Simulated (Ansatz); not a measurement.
Geometry optimisation, Ansatz, RKS PBE0/def2-TZVP.

input.yaml

```yaml
crystal:
  periodic: [false, false, false]
  atoms:
    - { symbol: Ge, position_ang: [0.0, 0.0, 0.0] }
    - { symbol: H, position_ang: [0.0, 0.0, 1.55] }
    - { symbol: H, position_ang: [1.4616, 0.0, -0.5162] }
    - { symbol: Cl, position_ang: [-1.0456, 1.8115, -0.7393] }
    - { symbol: H, position_ang: [-0.73, -1.2648, -0.5162] }
basis:
  gaussian: { orbitals: def2-TZVP }
hamiltonian:
  xc: pbe0
relax:
  f_tol: 0.02
  max_steps: 40
```

Launched with:

```bash
$ ansatz run input.yaml --threads 4 --pin off --max-ram 5120MiB --backend cpu --events-out ev --progress --plain --runs-dir out
```

Where does it end, and by what steps?

The forces met the threshold. After 3 steps the energy has fallen by 0.062 eV; Cl4 moved furthest, 0.09 Å.

| step | energy less start (eV) | largest force component (eV/Å) | accepted |
| --- | --- | --- | --- |
| 0 | 0.0000 | 0.864 | yes |
| 1 | -0.0440 | 0.192 | yes |
| 2 | -0.0611 | 0.103 | yes |
| 3 | -0.0618 | 0.014 | yes |

```xyz
5
Properties=species:S:1:pos:R:3
Ge 0.013 -0.022 0.009
H -0.019 0.033 1.540
H 1.446 0.033 -0.531
Cl -1.003 1.738 -0.709
H -0.751 -1.235 -0.531
```

Whether the end is a true minimum wasn't checked by a vibrational analysis.

Run time: 3.5 s on 4 threads of Arm Neoverse V2, on a shared host, peak memory 0.19 GiB.
